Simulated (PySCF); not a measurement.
Computed shifts of a molecule C5H4F2O, PySCF with B3LYP/pcSseg-1, GIAO, gas phase, atoms alike by connectivity averaged where their shifts nearly agree, in ppm (number of nuclei): ¹³C: 220.3 (1), 166.1 (1), 138.0 (1), 129.9 (1), 102.0 (1). ¹⁹F: -141.7 (1), -205.7 (1). ¹H: 7.27 (1), 7.08 (1), 6.14 (2). References: ¹³C against TMS (σ = 181.3 ppm); ¹⁷O against H2O (σ = 333.8 ppm); ¹⁹F against CFCl3 (σ = 161.7 ppm); ¹H against TMS (σ = 31.68 ppm), references at their B3LYP-D3(BJ)/def2-TZVP geometries, non-relativistic. Geometry optimised at B3LYP-D3(BJ)/def2-SVP. The values are those of a single conformer.

### Question
Which structure fits?
(A) FC1=COCC(F)=C1
(B) C=C1CC(=O)C1(F)F
(C) C=C=CO/C(F)=C\F
(D) C=C1C(=O)[C@H](F)[C@@H]1F

### Answer
C, C=C=CO/C(F)=C\F
